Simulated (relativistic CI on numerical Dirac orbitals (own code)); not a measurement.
**Tl XIX: sensitivity of the levels to the model**

Base calculation: Dirac-Coulomb-Breit CI, KLI orbitals optimised for each configuration, QED by a radiative potential, unscaled Slater integrals.

Configurations in the expansion (outside the closed core [Kr] 4d10): 4f14.5s2.5p, 4f14.5s.5p2, 4f14.5s2.5d, 4f13.5s2.5p2, 4f14.5s.5p.5d, 4f14.5s2.5f, 4f14.5s.5p.5f, 4f14.5s2.5g, 4f14.5s2.6s, 4f14.5p2.5d, 4f13.5s2.5p.5d, 4f14.5s.5d2, 4f14.5s.5p.5g, 4f14.5s2.6p, 4f14.5p2.6s, 4f14.5s.5p.6s, 4f14.5s2.6d, 4f14.5s.5d.6s, 4f13.5s2.5p.6s, 4f13.5s2.5p.5f, 4f14.5p3, 4f13.5p4, 4f14.5p.5d2, 4f14.5d3, 4f13.5p2.5d2, 4f14.5d2.5f, 4f14.5p.5f2, 4f14.5d.5f2, 4f13.5p2.5f2, 4f14.5f3, 4f14.5p2.5f, 4f13.5p3.5f, 4f14.5s.5d.5f. Double excitations out of closed p, d and f shells are left out; levels of such configurations are missing from the list, as are those of other unlisted configurations, and high levels can miss mixing partners. Some configurations lack a partner that the ground configuration has and come out too high, among them 4f13.5s2.5p.5d, 4f13.5s2.5p.6s, 4f14.5s2.5g, 4f14.5s2.6s, 4f14.5s2.6p.

The lowest level and the first level of each name with at least 55 % of one term (blank where a level has no safe partner in the second run):

| Level | Base (cm⁻¹) | Shift (cm⁻¹) |
| --- | --- | --- |
| 4f14.5s2.5p 2P°_1/2 | 0 | 0 |
| 4f14.5s2.5p 2P°_3/2 | 220797 | -220796 |
| 4f14.5s.5p2 4P_1/2 | 354034 | -100658 |
| 4f14.5s.5p2 4P_3/2 | 526268 | -272892 |
| 4f14.5s.5p2 2D_3/2 | 606310 | -290337 |
| 4f14.5s.5p2 2P_1/2 | 623526 |  |
| 4f13.5s2.5p2 4F°_9/2 | 699663 | +164282 |
| 4f13.5s2.5p2 2H°_11/2 | 720092 |  |
| 4f13.5s2.5p2 2D°_5/2 | 725013 |  |
| 4f13.5s2.5p2 4F°_3/2 | 731857 |  |
| 4f13.5s2.5p2 2G°_9/2 | 734654 |  |
| 4f13.5s2.5p2 2P°_1/2 | 754721 | +134788 |
| 4f13.5s2.5p2 2H°_9/2 | 757650 |  |
| 4f13.5s2.5p2 2D°_3/2 | 769330 |  |
| 4f14.5s2.5d 2D_3/2 | 811494 | -226752 |
| 4f14.5s.5p2 2S_1/2 | 844023 |  |
| 4f14.5s2.5d 2D_5/2 | 871276 | -286533 |
| 4f13.5s2.5p2 4G°_11/2 | 942426 |  |
| 4f13.5s2.5p2 4D°_1/2 | 981338 | -86885 |
| 4f14.5s.5p.5d 4F°_3/2 | 1098709 | -296817 |
| 4f14.5s.5p.5d 4D°_1/2 | 1173430 |  |
| 4f14.5s.5p.5d 4F°_7/2 | 1183441 | -381548 |

At this charge transitions that keep the count of f electrons are usually good to a few per cent. Levels that differ in their count of f electrons can be misplaced by several ten thousand cm⁻¹, since the correlation energy of f electrons is missing or only estimated; rates across such gaps can be off by orders of magnitude.

Question: One thing was changed in a second run, which moved the levels as shown. Which?
A. configuration mixing switched off
B. Breit term removed
C. P86 correlation estimate
D. non-relativistic limit
E. QED terms removed

Answer: D. Non-relativistic limit. Without relativity the fine structure collapses and s electrons lose their extra binding.

LS names give the leading component of a level, which can be under half, so a name can repeat, a term be missing and a line seem to break the LS rules.
